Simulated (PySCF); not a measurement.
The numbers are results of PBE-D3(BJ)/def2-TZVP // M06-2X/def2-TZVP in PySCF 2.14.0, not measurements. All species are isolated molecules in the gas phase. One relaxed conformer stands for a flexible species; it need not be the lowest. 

Reference species (SMILES): `BC(=O)O` (neutral, multiplicity 1).

```
Item              Value
-------------  --------
LUMO           -3.11 eV
HOMO–LUMO gap   3.65 eV
```

Changed species: `BNC` (X = methylamino; the reference has X = carboxy).

Task: What does the change do to the LUMO and HOMO–LUMO gap?

Result: the LUMO goes up by 2.43 eV, to -0.68 eV; the HOMO–LUMO gap rises by 2.27 eV, to 5.92 eV.
